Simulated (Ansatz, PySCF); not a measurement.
C₃H₆F₂Si, SMILES F[SiH2]/C(=C/C)F. Atoms are numbered in the order given.

```xyz
12

C      2.6566     0.3220    -0.5928
C      1.1616     0.2942    -0.6553
C      0.3500    -0.1187     0.3244
F      0.8657    -0.5642     1.5052
Si    -1.5203    -0.1591     0.2609
F     -1.9367     0.4058    -1.2115
H      3.0357     1.3464    -0.7487
H      3.0241    -0.0435     0.3754
H      3.0930    -0.3008    -1.3922
H      0.6694     0.6366    -1.5714
H     -2.0348    -1.5452     0.4054
H     -2.1138     0.7232     1.2982
```
Charge 0, spin multiplicity 1.

Coordinates come from a B3LYP-D3(BJ)/def2-SVP optimisation. The structure was generated by enumeration; whether it is a known compound was not checked. Other conformers were not sampled.

Two levels are set side by side: PBE-D3(BJ)/def2-SVP (Ansatz, a program for electronic structure) and B3LYP-D3(BJ)/def2-SVP (Ansatz). Each level has its own optimised geometry; the coordinates shown are those of the second. Frequencies come from the Hessian of PySCF at each geometry. Differences are taken from unrounded values.

```
quantity                            B3LYP-D3(BJ)
----------------------------------  ------------
mean bond length (Å)                       1.370
bond C1–C2 (Å)                             1.497
bond C2–C3 (Å)                             1.338
bond C3–F4 (Å)                             1.363
bond C3–Si5 (Å)                            1.872
bond Si5–F6 (Å)                            1.631
bond C1–H7 (Å)                             1.103
bond C1–H8 (Å)                             1.098
bond C1–H9 (Å)                             1.103
bond C2–H10 (Å)                            1.095
bond Si5–H11 (Å)                           1.486
bond Si5–H12 (Å)                           1.486
highest harmonic wavenumber (cm⁻¹)          3175
mean harmonic wavenumber (cm⁻¹)             1210
zero-point energy (kcal/mol)               51.90
```

Q: What does PBE-D3(BJ) give, and how far is it from B3LYP-D3(BJ)? (The exact figures need the calculation; the answer reports its results.)

A: 
```csv
quantity,PBE-D3(BJ),PBE-D3(BJ) minus B3LYP-D3(BJ)
mean bond length (Å),1.379,0.008
bond C1–C2 (Å),1.496,0.000
bond C2–C3 (Å),1.348,0.010
bond C3–F4 (Å),1.367,0.004
bond C3–Si5 (Å),1.879,0.007
bond Si5–F6 (Å),1.643,0.012
bond C1–H7 (Å),1.111,0.008
bond C1–H8 (Å),1.106,0.008
bond C1–H9 (Å),1.111,0.008
bond C2–H10 (Å),1.103,0.008
bond Si5–H11 (Å),1.500,0.015
bond Si5–H12 (Å),1.500,0.015
highest harmonic wavenumber (cm⁻¹),3109,-67
mean harmonic wavenumber (cm⁻¹),1175,-35
zero-point energy (kcal/mol),50.40,-1.50
```

GGA bonds tend to be longer and softer than those of functionals with exact exchange. Differences between two approximate levels are no errors against the true value.
